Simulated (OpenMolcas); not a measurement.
Mn4+: moving or changing the point charges

Mn4+ among 2 point charges of -1.5 e arranged as a linear pair (D∞h), 1.86 Å from the ion.

- Program: OpenMolcas
- Method: SS-CASPT2, IPEA 0.25 Eh, imaginary shift 0.1 Eh (closed shells correlated: 3s 3p)
- Basis: ANO-RCC-VDZP [5s4p2d1f]
- Scalar Hamiltonian: DKH2, point nucleus
- Active space: 3 electrons in 5 orbitals (3d)
- State averaging: 2S+1 = 4 even, 10 roots; 2S+1 = 2 even, 40 roots
- Spin-orbit coupling: RASSI with atomic mean-field integrals over the reference wave functions

Runs around this geometry, states (labels by Λ). Energies in cm-1 above the lowest state or level, χT in cm3 K/mol.

```
R (Å)  q (e)  Ground state  First state of that spin  First gap with spin-orbit (degeneracies)  χT at 300 K  First state of another spin
 1.86  -0.75            4Π                    4Σ 470                                290 (2, 2)        0.734                     2Γ 18290
 1.74   -1.5            4Π                   4Σ 1200                                260 (2, 2)        0.998                     2Γ 18740
 1.86   -1.5            4Π                    4Σ 810                                310 (2, 2)        0.875                     2Γ 18510
 2.04   -1.5            4Π                    4Σ 490                                310 (2, 2)        0.769                     2Γ 18320
```

Taking the first state of the same spin as R^-n, n = -ln(490 / 1200) / ln(2.04 / 1.74) = 5.6 between the shortest and longest distance.

Scaling the charges by -0.75 / -1.5 = 0.50 scales the first state of the same spin by 470 / 810 = 0.58; with fixed orbitals a first-order splitting would follow the charge.

Roots that are degenerate in the reference are averaged as groups; the widest CASPT2 spread within a group is 53 cm-1 (the 2-fold group of multiplicity 2 near 44600 cm-1 above the lowest state of its run, R = 2.04, q = -1.5). Shifts and gaps below about the spread of the groups concerned are not significant. Free-ion shares, where given, are those of the reference states; single-state CASPT2 does not remix them. The ground term spreads over less than 5000 cm-1, several times less than with real ligands, so orbital moments are less quenched and χT lies further from the spin-only value than at real sites (holds for R = 1.86, q = -0.75; R = 1.86, q = -1.5; R = 2.04, q = -1.5). This is an electrostatic model: the charges have no orbitals. No measured value stands beside these numbers.
